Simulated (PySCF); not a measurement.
Molfile (atoms numbered from 1):
```
C5H9BO2
     RDKit          3D

 17 16  0  0  0  0  0  0  0  0999 V2000
   -0.6169   -1.4860   -1.1036 C   0  0  0  0  0  0  0  0  0  0  0  0
   -0.8176   -0.3283   -0.4489 C   0  0  0  0  0  0  0  0  0  0  0  0
   -2.1834    0.2950   -0.3993 C   0  0  0  0  0  0  0  0  0  0  0  0
    0.2897    0.3600    0.2476 C   0  0  0  0  0  0  0  0  0  0  0  0
    0.0929    1.5317    0.8890 C   0  0  0  0  0  0  0  0  0  0  0  0
    1.7632   -0.2132    0.2883 B   0  0  0  0  0  0  0  0  0  0  0  0
    2.3344   -0.7829   -0.8045 O   0  0  0  0  0  0  0  0  0  0  0  0
    2.5233   -0.1114    1.4197 O   0  0  0  0  0  0  0  0  0  0  0  0
    0.3708   -1.9438   -1.1738 H   0  0  0  0  0  0  0  0  0  0  0  0
   -1.4455   -1.9903   -1.6084 H   0  0  0  0  0  0  0  0  0  0  0  0
   -2.5316    0.4196    0.6393 H   0  0  0  0  0  0  0  0  0  0  0  0
   -2.9186   -0.3219   -0.9331 H   0  0  0  0  0  0  0  0  0  0  0  0
   -2.1812    1.2973   -0.8584 H   0  0  0  0  0  0  0  0  0  0  0  0
   -0.8736    2.0425    0.9208 H   0  0  0  0  0  0  0  0  0  0  0  0
    0.9168    2.0502    1.3907 H   0  0  0  0  0  0  0  0  0  0  0  0
    3.2417   -1.0518   -0.6194 H   0  0  0  0  0  0  0  0  0  0  0  0
    2.0193    0.2445    2.1577 H   0  0  0  0  0  0  0  0  0  0  0  0
  1  2  2  0
  2  3  1  0
  2  4  1  0
  4  5  2  0
  4  6  1  0
  6  7  1  0
  6  8  1  0
  1  9  1  0
  1 10  1  0
  3 11  1  0
  3 12  1  0
  3 13  1  0
  5 14  1  0
  5 15  1  0
  7 16  1  0
  8 17  1  0
M  END
```

No solvent, fast rotation and ring inversion assumed for equivalent nuclei, single conformer, non-relativistic. PBE0-D3(BJ)/def2-SVP structure; B3LYP/pcSseg-1 with gauge-including orbitals; PySCF 2.14.

Chemical shifts δ = σref − σ; ¹³C (σref 179.24) and ¹H (σref 31.38) vs TMS; ¹¹B (σref 97.83) vs BF3·OEt2; ¹⁷O (σref 334.04) against H2O, all at this level.

```json
{"atoms": "O7/O8", "nucleus": "¹⁷O", "count": "2", "δ (ppm)": "128.2"}
{"atoms": "C4", "nucleus": "¹³C", "count": "1", "δ (ppm)": "156.8"}
{"atoms": "H11/H12/H13", "nucleus": "¹H", "count": "3", "δ (ppm)": "1.88"}
{"atoms": "H10", "nucleus": "¹H", "count": "1", "δ (ppm)": "?"}
{"atoms": "C1", "nucleus": "¹³C", "count": "1", "δ (ppm)": "129.8"}
{"atoms": "H15", "nucleus": "¹H", "count": "1", "δ (ppm)": "5.40"}
{"atoms": "C3", "nucleus": "¹³C", "count": "1", "δ (ppm)": "?"}
{"atoms": "H9", "nucleus": "¹H", "count": "1", "δ (ppm)": "?"}
{"atoms": "H16/H17", "nucleus": "¹H", "count": "2", "δ (ppm)": "?"}
{"atoms": "C5", "nucleus": "¹³C", "count": "1", "δ (ppm)": "127.3"}
{"atoms": "C2", "nucleus": "¹³C", "count": "1", "δ (ppm)": "150.5"}
{"atoms": "B6", "nucleus": "¹¹B", "count": "1", "δ (ppm)": "28.6"}
{"atoms": "H14", "nucleus": "¹H", "count": "1", "δ (ppm)": "5.50"}
```

Q: Estimate the values marked ?.

A: 
- C3: 22.6 ppm, allylic methyl carbon; aliphatic region, no heteroatom directly attached
- H9: 6.24 ppm, hydrogen on a terminal =CH2 carbon; olefinic region
- H10: 5.48 ppm, hydrogen on a terminal =CH2 carbon; olefinic region
- H16/H17: 3.95 ppm, hydrogen on an oxygen bonded to B; exchangeable; this is the value without hydrogen bonding to other molecules

OH/NH shifts are gas-phase values; hydrogen bonding in solution moves them, usually downfield. A carbon bonded to boron is broadened by the quadrupolar boron nucleus and is often missing from a measured spectrum. Shifts are as computed. Against solution values, carbons near 30 ppm lie about +2 ppm off and those near 130 ppm about +6 ppm. Of 1313 compounds with measured shifts, 239 miss one by over three times the rms of a fit or turn the order of signals round; such compounds aren't used in these exercises. Experimental scales use liquid or dissolved standards, which lie at an offset from isolated H2O (liquid H2O: subtract about 36 ppm).
